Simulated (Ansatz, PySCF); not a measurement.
# PtH4(NH3) in two programs

PtH4(NH3) (singlet), relaxed with PySCF 2.14.0, RKS PBE0, Pt def2-SVP with ECP60, H def2-SVP, N def2-SVP; non-relativistic Hamiltonian with scalar-relativistic core potentials where named; density fitting; no spin-orbit coupling:

```xyz
9

Pt   -0.2602    0.2896    0.0312
H     1.1751    1.1310    0.5564
H     1.4946    0.3531    0.3879
H    -0.7326    1.7363    0.3739
H    -1.7880    0.1129   -0.3198
N     0.0250   -1.8336   -0.5527
H    -0.7554   -2.3712   -0.1757
H    -0.0241   -1.9168   -1.5689
H     0.8817   -2.2969   -0.2524
```

There the HOMO–LUMO gap is 6.03 eV. 

The same geometry by Ansatz 0.2.0 (PBE, PAW, a periodic box with 9 Å of vacuum):

| spin-orbit coupling | gap (eV) | largest force component (eV/Å) |
| --- | --- | --- |
| without | 3.40 | 0.29 |

**Question.** What does the run with spin-orbit coupling give?

**Answer.** gap (eV): 3.13, largest force component (eV/Å): 0.37. It took 18 s on 2 threads of Arm Neoverse V1, with other jobs on the host, peak memory 2.1 GiB.

The spin-orbit runs use fully relativistic datasets of their own, so changes of a few hundredths of an eV needn't come from the coupling.

On relaxing from the template, bonds within or between ligands changed, so the formula names the start rather than the bonding at the end.

The two programs differ in functional, so their gaps don't test each other.
